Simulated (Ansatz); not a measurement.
CrO2(NH2)2 (CrN₂O₂H₄), relaxed as a singlet with RKS B3LYP-D4/def2-SVP in Ansatz, starting from the GFN2-xTB geometry. Force threshold 0.02 eV/Å.

The restricted singlet is unstable towards broken spin symmetry in Hartree–Fock (as tested in another run); at B3LYP-D4/def2-SVP this wasn't settled.

Start:

Cartesian coordinates in Å:
```
Cr 0.510 -0.178 -0.434
N 0.617 1.011 0.935
N -1.192 -0.811 -0.446
O 1.408 -1.372 -0.040
O 0.674 0.647 -1.731
H 0.935 0.796 1.876
H 0.501 2.017 0.849
H -1.952 -0.442 -1.011
H -1.502 -1.668 0.002
```

```json
{"step": "1", "energy (eV)": "-35553.1235", "largest force component (eV/Å)": "2.492", "SCF passes": "32"}
{"step": "2", "energy (eV)": "-35553.2302", "largest force component (eV/Å)": "1.015", "SCF passes": "37"}
{"step": "3", "energy (eV)": "-35553.2780", "largest force component (eV/Å)": "0.255", "SCF passes": "36"}
{"step": "4", "energy (eV)": "-35553.2851", "largest force component (eV/Å)": "0.089", "SCF passes": "37"}
{"step": "5", "energy (eV)": "-35553.2857", "largest force component (eV/Å)": "0.019", "SCF passes": "30"}
```

Force components are those of the run's own axes.

End:

Cartesian coordinates in Å:
```
Cr 0.455 -0.158 -0.387
N 0.638 1.029 0.948
N -1.209 -0.829 -0.462
O 1.418 -1.340 -0.093
O 0.711 0.598 -1.718
H 0.939 0.769 1.883
H 0.485 2.025 0.829
H -1.948 -0.418 -1.025
H -1.488 -1.676 0.025
```

By distances, no bond broke or formed. The bond that changes most is Cr1–N3, from 1.82 to 1.80 Å (atoms count from 1).

No frequencies were taken in this run, so the end may be a saddle point.

Run time 22 s (2 threads of Arm Neoverse V1 on a shared host).
